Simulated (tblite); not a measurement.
C4H6BF3.
SMILES with atom numbers: `[CH3:1]/[C:2](=[CH:3]\[CH2:4][F:5])[B:6]([F:7])[F:8]` (hydrogens: H9, H10, H11 on C1; H12 on C3; H13, H14 on C4)

Computed with GFN2-xTB (tblite), gas phase: L-BFGS steps from a force-field or distance-geometry start until the largest atomic force falls under 0.01 eV/Å.

Step 2: E = -738.0671 eV
```
atom  x, y, z in Å  |  force x, y, z in eV/Å
C1     -0.5756    1.2972   -0.5085    0.194  -0.667   0.133
C2     -0.5926   -0.1759   -0.1052    0.449  -0.004   0.141
C3      0.5470   -0.7558    0.3454   -0.759   0.393  -0.270
C4      1.8599   -0.0593    0.4850   -0.269   0.332  -0.401
F5      2.8223   -0.8959    0.9592    0.140  -0.136   0.070
B6     -1.9394   -1.0177   -0.2035    2.437   1.626   0.141
F7     -1.9485   -2.2545    0.1394   -0.442  -1.530   0.318
F8     -3.0121   -0.4487   -0.6254   -1.479   0.259  -0.436
H9     -0.2767    1.9162    0.3335    0.061  -0.004   0.025
H10    -1.5504    1.6105   -0.8355   -0.345   0.062  -0.103
H11     0.1307    1.4569   -1.3238    0.001  -0.020   0.084
H12     0.5364   -1.7930    0.6357    0.048  -0.096   0.028
H13     2.2068    0.3268   -0.4956   -0.043  -0.147   0.251
H14     1.7914    0.7927    1.1772    0.007  -0.070   0.019
```

Step 3: E = -738.1570 eV
```
atom  x, y, z in Å  |  force x, y, z in eV/Å
C1     -0.5731    1.2919   -0.5075   -0.006  -0.294   0.060
C2     -0.5852   -0.1750   -0.1037   -0.065   0.281  -0.071
C3      0.5415   -0.7523    0.3433    0.028  -0.063   0.038
C4      1.8594   -0.0550    0.4809   -0.237   0.060  -0.141
F5      2.8245   -0.8990    0.9608   -0.060   0.037  -0.041
B6     -1.9164   -1.0021   -0.2022    0.553   0.334   0.041
F7     -1.9500   -2.2799    0.1461   -0.318   0.306  -0.164
F8     -3.0342   -0.4388   -0.6336    0.083  -0.429   0.138
H9     -0.2760    1.9173    0.3358    0.032  -0.078  -0.072
H10    -1.5556    1.6122   -0.8371   -0.055  -0.059  -0.001
H11     0.1317    1.4566   -1.3249   -0.025  -0.029   0.118
H12     0.5362   -1.7959    0.6364    0.041   0.111  -0.028
H13     2.2058    0.3262   -0.4944    0.011  -0.097   0.126
H14     1.7908    0.7933    1.1780    0.017  -0.080  -0.004
```

**Question.** Estimate the geometry and energy of step 4. (The exact step hangs on the optimiser's Hessian estimate; all steps are aligned on step 3, rigid shifts and turns removed.)

**Answer.** E = -738.1758 eV, largest force 0.298 eV/Å
```
atom  x, y, z in Å  |  force x, y, z in eV/Å
C1     -0.5737    1.2867   -0.5065   -0.024  -0.073   0.012
C2     -0.5858   -0.1727   -0.1039    0.035   0.256  -0.048
C3      0.5384   -0.7514    0.3425    0.152  -0.080   0.069
C4      1.8545   -0.0547    0.4789   -0.125   0.019  -0.052
F5      2.8232   -0.8974    0.9597   -0.096   0.028  -0.046
B6     -1.9048   -0.9949   -0.2014    0.228   0.155   0.014
F7     -1.9567   -2.2716    0.1421   -0.202   0.192  -0.105
F8     -3.0306   -0.4488   -0.6299    0.043  -0.279   0.086
H9     -0.2755    1.9154    0.3335    0.031  -0.071  -0.036
H10    -1.5554    1.6107   -0.8368   -0.051  -0.072   0.003
H11     0.1308    1.4562   -1.3219    0.000  -0.042   0.075
H12     0.5373   -1.7935    0.6359    0.017   0.067  -0.020
H13     2.2063    0.3243   -0.4918    0.006  -0.057   0.038
H14     1.7915    0.7913    1.1776   -0.013  -0.044   0.008
```

The energy changes by -0.0188 eV. The first-order estimate −F·Δx gives -0.0249 eV and the mean of the old and new forces, exact on a quadratic surface, -0.0188 eV. The step makes an angle of 18° with the force vector and moves no atom by more than 0.014 Å.

What follows is the cost of the whole relaxation. Time: 0.14 s. Hardware: one thread, Intel Xeon at 2.70 GHz (x86_64) (shared host).
